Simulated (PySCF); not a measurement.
# H₂MoN + O₂ → MoON + H₂O

Level: PBE0 in the def2-TZVP basis family, computed in PySCF with density fitting; scalar-relativistic core potentials for atoms from Rb on, none lighter, no spin–orbit coupling; open shells unrestricted.

```json
{"species": "H₂MoN", "state and structure": "doublet, Cs, Mo–H 1.700 Å (×2), Mo–N 1.613 Å; H–Mo–H 103.5°, H–Mo–N 98.2° (×2)", "E (Eh)": "-124.03004", "ZPE (kJ/mol)": "40.5", "H(298 K) − H(0) (kJ/mol)": "11.3", "S° (J/(mol K))": "265.2"}
{"species": "O₂", "state and structure": "triplet, D∞h, O–O 1.193 Å", "E (Eh)": "-150.23561", "ZPE (kJ/mol)": "10.3", "H(298 K) − H(0) (kJ/mol)": "8.7", "S° (J/(mol K))": "204.9"}
{"species": "MoON", "state and structure": "doublet, Cs, Mo–N 1.638 Å, Mo–O 1.692 Å; N–Mo–O 103.9°", "E (Eh)": "-198.03271", "ZPE (kJ/mol)": "15.0", "H(298 K) − H(0) (kJ/mol)": "10.8", "S° (J/(mol K))": "275.6"}
{"species": "H₂O", "state and structure": "singlet, C2v, O–H 0.960 Å (×2); H–O–H 105.1°", "E (Eh)": "-76.37736", "ZPE (kJ/mol)": "56.5", "H(298 K) − H(0) (kJ/mol)": "9.9", "S° (J/(mol K))": "188.7"}
```

Question: What is the electronic reaction energy?

Answer: At PBE0/def2-TZVP, ΔE = -379.2 kJ/mol from the differences of the total energies times 2625.5, downhill. 

Question: Add zero-point, thermal and entropy terms for 298.15 K and 1 bar.

Answer: ΔZPE = 20.7 and Δ[H(298) − H(0)] = 0.7 kJ/mol give ΔH° = -357.8 kJ/mol. ΔS° = -5.8 J/(mol K), so ΔG° = -357.8 − 298.15 × (-0.0058) = -356 kJ/mol.

Open d or f shells are single determinants, so the state found may not be the ground state. The structures come from searches over a few start shapes, so lower isomers are not excluded.
